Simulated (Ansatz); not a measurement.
Compare A (`C/[C]([AlH2])=C\[SiH3]`) with its isomer B (`CC1[CH2][AlH][SiH2]1`).

Program: Ansatz. Geometries: PBE0-D4/def2-TZVP. ΔE: electronic, gas phase. CCSD(T)/CBS is the MP2 limit (def2-TZVPP, def2-QZVPP) plus CCSD(T) − MP2 in def2-TZVPP, frozen cores. DFT in def2-TZVPP. B3LYP here is the variant with VWN-RPA as its local correlation; programs differ in this.

(1) Which isomer does CCSD(T)/CBS put lower? Give the gap. (Estimate.)

(2) Give E(B) − E(A) in kcal/mol with MP2/def2-TZVPP, B3LYP, HF/def2-TZVPP, ωB97M-V, PBE-D4, CCSD(T)/def2-TZVPP, CCSD/def2-TZVPP. (Estimate.)

Largest T1 diagnostic: 0.012.

Results:

(1) Ansatz gave: B, by 5.7 kcal/mol.

(2) The calculation gave: MP2/def2-TZVPP -6.5, B3LYP -2.1, HF/def2-TZVPP 3.7, ωB97M-V -5.9, PBE-D4 -10.2, CCSD(T)/def2-TZVPP -5.4, CCSD/def2-TZVPP -5.0. The order is the other way round with HF/def2-TZVPP.

From PBE to PBE0 (25 % exact exchange), in def2-TZVPP and without D4, E(B) − E(A) moves by −0.9 kcal/mol. In def2-TZVPP, CCSD(T) changes the Hartree–Fock value by −9.1 kcal/mol (the triples alone add −0.4 kcal/mol) and MP2 by −10.2 kcal/mol.
